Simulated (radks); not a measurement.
Question: Valence configurations of Tb+ (all share [Xe]). Method: scalar-relativistic Kohn-Sham, PBE, spin-polarised, spherical densities, finite nucleus; open shells are filled with parallel spins first (spin-orbit coupling, left out, can overturn this in heavy ions); Fermi nuclear charge, rms radius 5.06 fm; computed with a radial shooting solver on a logarithmic mesh with Libxc functionals. Order these by energy: 4f8 6s1 6p1; 4f6.5 6s1.5 6p2; 4f8 6s2; 4f7 5d1 6s2; 4f10; 4f9 6s1; 4f8 5d1 6p1; 4f7 6s1 6p2; 4f8 5d1 6s1; 4f9 5d1.

Answer: From the lowest, in eV above it: 4f9 6s1 0.000; 4f8 5d1 6s1 1.486; 4f8 6s2 1.673; 4f9 5d1 1.888; 4f10 3.858; 4f8 6s1 6p1 4.781; 4f8 5d1 6p1 5.293; 4f7 5d1 6s2 8.508; 4f7 6s1 6p2 17.313; 4f6.5 6s1.5 6p2 28.473. NIST lists [Xe] 4f9 6s1 as the ground configuration; this level of theory agrees among the configurations tried. The energies are those of spherical high-spin densities, not of single terms.
